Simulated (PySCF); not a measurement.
## Magnetic susceptibility: `COCOC[C@@H](C)F`, C$_{5}$H$_{11}$FO$_{2}$

Molfile (atoms numbered from 1):
```
C5H11FO2
     RDKit          3D

 19 18  0  0  0  0  0  0  0  0999 V2000
    2.6583    1.2190   -0.1268 C   0  0  0  0  0  0  0  0  0  0  0  0
    2.1849    0.3195   -1.1093 O   0  0  0  0  0  0  0  0  0  0  0  0
    1.7538   -0.8998   -0.5891 C   0  0  0  0  0  0  0  0  0  0  0  0
    0.5938   -0.8060    0.1786 O   0  0  0  0  0  0  0  0  0  0  0  0
   -0.5549   -0.4596   -0.5721 C   0  0  0  0  0  0  0  0  0  0  0  0
   -1.7666   -0.4387    0.3551 C   0  0  1  0  0  0  0  0  0  0  0  0
   -2.9216    0.3730   -0.2109 C   0  0  0  0  0  0  0  0  0  0  0  0
   -2.1992   -1.7377    0.5497 F   0  0  0  0  0  0  0  0  0  0  0  0
    2.9262    2.1325   -0.6526 H   0  0  0  0  0  0  0  0  0  0  0  0
    1.8877    1.4323    0.6200 H   0  0  0  0  0  0  0  0  0  0  0  0
    3.5406    0.8097    0.3781 H   0  0  0  0  0  0  0  0  0  0  0  0
    2.5085   -1.3372    0.0812 H   0  0  0  0  0  0  0  0  0  0  0  0
    1.5995   -1.5502   -1.4634 H   0  0  0  0  0  0  0  0  0  0  0  0
   -0.4215    0.5277   -1.0325 H   0  0  0  0  0  0  0  0  0  0  0  0
   -0.7182   -1.1987   -1.3694 H   0  0  0  0  0  0  0  0  0  0  0  0
   -1.4632   -0.0778    1.3451 H   0  0  0  0  0  0  0  0  0  0  0  0
   -3.7965    0.2469    0.4217 H   0  0  0  0  0  0  0  0  0  0  0  0
   -3.1648    0.0291   -1.2134 H   0  0  0  0  0  0  0  0  0  0  0  0
   -2.6566    1.4251   -0.2468 H   0  0  0  0  0  0  0  0  0  0  0  0
  1  2  1  0
  2  3  1  0
  3  4  1  0
  4  5  1  0
  5  6  1  0
  6  7  1  0
  6  8  1  0
  1  9  1  0
  1 10  1  0
  1 11  1  0
  3 12  1  0
  3 13  1  0
  5 14  1  0
  5 15  1  0
  6 16  1  1
  7 17  1  0
  7 18  1  0
  7 19  1  0
M  END
```

Computed with GIAO KT3/pcSseg-1 magnetisability, rotational g tensor and spin-rotation constants, non-relativistic, gas phase (PySCF). Geometry: GFN2-xTB.

Task: How diamagnetic is it, and how anisotropic?

Result: Isotropic -1206 × 10⁻³⁰ J/T², or -72.6 × 10⁻⁶ cm³/mol; principal values -1255, -1209, -1154 × 10⁻³⁰ J/T², anisotropy 88 × 10⁻³⁰ J/T² (root of half the summed squared differences of the principal values). The susceptibility is in cgs units.

Task: Split it along the inertial axes a, b, c into diamagnetic and paramagnetic parts about the centre of mass, with the quadrupole moment.

Result: 
| axis | χ (10⁻⁶ cm³/mol) | diamagnetic (10⁻⁶ cm³/mol) | paramagnetic (10⁻⁶ cm³/mol) | summed x² of all electrons (Å²) | quadrupole Θ (D Å) |
| --- | --- | --- | --- | --- | --- |
| a | -72.4 | -388.7 | 316.4 | 309.5 | -1.09 |
| b | -74.2 | -1440.2 | 1366.0 | 61.6 | +0.93 |
| c | -71.3 | -1574.4 | 1503.1 | 30.0 | +0.16 |

Anisotropies 2χaa − χbb − χcc = +0.8 and 2χbb − χaa − χcc = -4.7 × 10⁻⁶ cm³/mol. Θ is traceless in Buckingham's convention.

Task: And the rotational g tensor?

Result: 
```
axis  rotational constant (GHz)        g  nuclear part  electronic part
   a                     4.4271  -0.0265        0.6314          -0.6580
   b                     0.8880  -0.0051        0.5648          -0.5698
   c                     0.8077  -0.0055        0.5648          -0.5704
```
Asymmetric top; isotopes 12C, 19F, 1H, 16O; no vibrational averaging.
